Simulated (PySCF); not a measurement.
Screening by computed properties: pick the candidate that meets the target.

Species are written as SMILES; each is one conformer at its optimised geometry, gas phase, non-relativistic unless stated; the electronic structure was computed with PySCF and density fitting.

Dipoles, sizes and rotational constants follow the conformer. The torsions of the flexible species, by atom-mapped SMILES:
- `[CH3:1][CH2:2][CH2:3][C@@H:4]1[CH2:5][Si@H:6]1[NH2:7]`: C1–C2–C3–C4 -179°, C2–C3–C4–C5 164°, H–N7–Si6–C5 149°, H–N7–Si6–C5 13°
- `[OH:1][SiH2:2][C:3]([F:4])([F:5])[C:6]([F:7])([F:8])[F:9]`: O1–Si2–C3–F4 -162°, Si2–C3–C6–F7 64°, H–O1–Si2–C3 -45°
- `[CH2:1]=[CH:2][N:3]([SiH3:4])[CH:5]([CH3:6])[CH3:7]`: C1–C2–N3–Si4 -1°, C2–N3–C5–C6 63°
- `[CH:1]#[C:2][C:3](=[O:4])[NH:5][CH2:6][CH2:7][SiH3:8]`: C2–C3–N5–C6 175°, C3–N5–C6–C7 -101°, N5–C6–C7–Si8 59°
- `[CH3:1][CH2:2][CH2:3][P@H:4](=[O:5])[C:6]([CH3:7])=[O:8]`: C1–C2–C3–P4 -62°, C2–C3–P4–O5 -47°, C3–P4–C6–C7 101°
- `[H]/[N:7]=[CH:6]/[C:3]([SiH2:2][CH3:1])([CH3:4])[CH3:5]`: C1–Si2–C3–C4 -54°, Si2–C3–C6–N7 4°

(1) Wanted: dipole moment below 1.5 D (PBE0/def2-SVPD) and lowest triplet excitation (Tamm–Dancoff) above 4.6 eV (TDA PBE0/def2-SVPD), at GFN2-xTB geometries. Which candidate meets both?
A. `C#CC(=O)NCC[SiH3]`
B. `CCC[C@@H]1C[Si@H]1N`
C. `FC(F)(F)C(F)(F)[SiH2]O`
D. `C=CN([SiH3])C(C)C`
E. `[P@@H](=O)(C(=O)C)CCC`

(2) Wanted: HOMO–LUMO gap below 6 eV (PBE0/def2-SVPD) and electronic spatial extent ⟨r²⟩ about the centre of nuclear charge above 1390 bohr² (PBE0/def2-SVPD), at GFN2-xTB geometries. Which candidate meets both?
A. `CCC[C@@H]1C[Si@H]1N`
B. `C#CC(=O)NCC[SiH3]`
C. `[H]/N=C/C(C)(C)[SiH2]C`
D. `C=CN([SiH3])C(C)C`
E. `CCC[P@H](=O)C(C)=O`
F. `O[SiH2]C(F)(F)C(F)(F)F`

Answers

(1) B. Computed values:
```
               species  dipole moment  lowest triplet excitation (Tamm–Dancoff)
   CCC[C@@H]1C[Si@H]1N         1.33 D                                   4.86 eV
     C=CN([SiH3])C(C)C         1.60 D                                   4.01 eV
FC(F)(F)C(F)(F)[SiH2]O         2.18 D                                   6.68 eV
 [P@@H](=O)(C(=O)C)CCC         2.34 D                                   3.02 eV
     C#CC(=O)NCC[SiH3]         3.85 D                                   4.43 eV
```

(2) E. Computed values:
```csv
species,HOMO–LUMO gap,electronic spatial extent ⟨r²⟩ about the centre of nuclear charge
CCC[P@H](=O)C(C)=O,5.62 eV,1403 bohr²
C=CN([SiH3])C(C)C,6.34 eV,1096 bohr²
CCC[C@@H]1C[Si@H]1N,6.56 eV,1427 bohr²
C#CC(=O)NCC[SiH3],6.71 eV,1382 bohr²
[H]/N=C/C(C)(C)[SiH2]C,7.24 eV,1011 bohr²
O[SiH2]C(F)(F)C(F)(F)F,8.57 eV,1195 bohr²
```
